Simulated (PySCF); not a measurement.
Cl2HSi, SMILES Cl[SiH]Cl (connectivity only; charge and spin as stated), charge +1, multiplicity 1.

Coordinates come from a TPSSh-D3(BJ)/def2-TZVP optimisation. The multiplicity is an assumed one; other spin states were not compared. The isomer is the one that the SMILES or the coordinates give; other isomers of the formula were not compared.

Computed with TPSSh-D3(BJ)/def2-TZVP (PySCF).

Frequencies are harmonic and unscaled.

Computed normal modes with their intensities:
```csv
mode,ν (cm⁻¹),IR (km/mol),moving atoms (share of kinetic energy)
1,201,10.9,"Cl 70 %, Si 29 %"
2,514,16.2,"H 79 %, Si 18 %"
3,581,39.7,"Cl 59 %, Si 39 %"
4,723,55.8,"Si 36 %, H 34 %, Cl 30 %"
5,812,191.4,"H 63 %, Si 30 %"
6,2346,2.0,H 96 %
```
